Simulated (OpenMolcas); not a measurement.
V3+ with 6 ligands (fluoride) in trigonal antiprismatic coordination (D3d) at 1.95 Å, a polar angle of 57.5° against the regular 54.74°. A charge of +0.5 e stands 2.6 Å behind each ligand. Ligand basis ANO-RCC-VDZP.

```
Program             : OpenMolcas
Method              : CASSCF
Basis               : ANO-RCC-VTZP [6s5p3d2f1g]
Scalar Hamiltonian  : DKH2, point nucleus
Active space        : 2 electrons in 5 orbitals (3d)
State averaging     : 2S+1 = 3 even, 10 roots; 2S+1 = 1 even, 15 roots
Spin-orbit coupling : RASSI with atomic mean-field integrals over the reference wave functions
```

(1) What is the spin-free ground state (labels of D3, the rotations of D3d)?

(2) Where is the first state of the same spin?

(3) What are the lowest two levels with spin-orbit coupling?

(4) What is χT at 300 K, and how does it compare with the textbook value?

## Answers

(1) 3A2, 1-fold in its orbital part; it has the highest spin that d2 allows.

(2) 3E at 194 cm-1 above the ground state. The two act as a nearly degenerate pair, with unquenched orbital momentum.

(3) A 1-fold level A1, then a 2-fold level E 19.1 cm-1 above it. Their leading multiplicities are 3 (100 %) and 3 (100 %).

(4) The lowest level has 2S+1 = 3, for which the spin-only value is χT = S(S+1) / 2 = 1.000 cm3 K/mol (g = 2). The computed 0.892 at 300 K differs by -0.108, through orbital momentum, spin-orbit coupling and any other state in reach.

Without dynamic correlation the repulsion within the d shell is too large (B by tens of per cent), so at a given field states of lower spin stand too high. Ligand-to-metal charge-transfer states are missing. With no ligand orbital active B as a rule stays too high, so bands that hang on it stand too high and its fall with covalency is understated. With metal d orbitals alone and no dynamic correlation the field as a rule comes out too small, by tens of per cent, by up to half for chloride and softer ligands. No measured value stands beside these numbers; the geometry is a model, was not optimised and need not be the one that this ion takes.
